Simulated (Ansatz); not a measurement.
# A family of molecules: the HOMO–LUMO gap

One atom is swapped for its congeners: CH3Br (bromomethane) `CBr`; SiH3Br `[SiH3]Br`; GeH3Br `[GeH3][Br]`; SnH3Br `[Br][SnH3]`. All are singlets with charge 0.

Shapes, held fixed at every level: PBE0-D4/def2-TZVP. Programs: Ansatz 0.2.0. Values in eV.

```csv
level,CH3Br,SiH3Br,GeH3Br,SnH3Br
SPW92/def2-TZVPP,5.61,5.81,5.31,4.85
PBE-D4/def2-TZVPP,5.67,5.96,5.46,4.99
B3LYP-D4/def2-TZVPP,7.44,7.64,7.10,6.55
BHLYP-D4/def2-TZVPP,10.13,10.16,9.67,8.99
PBE0-D4/def2-TZVPP,8.01,8.12,7.64,7.08
wB97M-V/def2-TZVPP,12.25,12.13,11.74,10.96
wB97X-V/def2-TZVPP,12.61,12.56,12.09,11.35
```

At wB97X-V/def2-TZVPP the HOMO–LUMO gap falls at every step, from 12.61 to 11.35 eV. 2 of 7 levels show this order throughout; 2 agree on the largest and the smallest. For atoms past krypton def2 sets carry core potentials with scalar relativity. Relativity is left out for Br, Ge unless named. Orbital gaps aren't excitation energies, and the LUMO depends on the basis.
